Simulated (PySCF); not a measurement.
Compound: C5H9NOS.
InChI=1S/C5H9NOS/c1-5(8)7-4-3-6-2/h3H,4H2,1-2H3/b6-3-

Computed, not measured: PySCF, TDDFT PBE0/def2-SVPD, vertical, gas phase, core orbitals frozen in the response. Isolated species at its GFN2-xTB geometry (one conformer only). Torsions of this conformer, `[CH3:1]/[N:2]=[CH:3]\[CH2:4][O:5][C:6]([CH3:7])=[S:8]`: N2–C3–C4–O5 -62°, C3–C4–O5–C6 163°, C4–O5–C6–C7 180°.

Orbital energies (eV): HOMO-3 -8.88, HOMO-2 -7.84, HOMO-1 -7.26, HOMO -6.67, LUMO -1.51, LUMO+1 -0.72, LUMO+2 0.43.

Lowest singlets, with some entries withheld (?).

| state | E (eV) | f | main configurations (H = HOMO, L = LUMO) |
| --- | --- | --- | --- |
| S1 | 3.41 | 0.0002 | H→L (98%) |
| S2 | 4.55 | 0.0057 | H-1→L+1 (84%), H→L+1 (14%) |
| S3 | 4.87 | 0.0022 | H-1→L (98%) |
| S4 | 5.14 | 0.029 | H→L+1 (79%), H-1→L+1 (14%) |
| S5 | ? | 0.251 | H-2→L (86%) |
| S6 | ? | 0.025 | H→L+2 (95%) |
| S7 | ? | 0.0026 | H-2→L+1 (98%) |
| S8 | ? | 0.0054 | H-3→L (90%), H-4→L (8%) |

(1) Supply the missing values.

(2) Where do the lowest triplets lie (Tamm–Dancoff)?

(3) What is the mean static polarisability from the same response equations?

(4) How far apart are S2 and S5, in eV and cm⁻¹?

## Answers

(1) 
- S5: E = 5.83 eV
- S6: E = 6.07 eV
- S7: E = 6.13 eV
- S8: E = 6.44 eV

(2) T1 3.02 eV, H→L (97%); T2 3.60 eV, H-2→L (97%); T3 3.74 eV, H-1→L+1 (88%). E(S1) − E(T1) = +0.40 eV.

(3) 94.9 au (14.06 Å³), with principal values 80.4, 92.7 and 111.6 au.

(4) 5.825 − 4.548 = 1.277 eV, or about 10300 cm⁻¹.
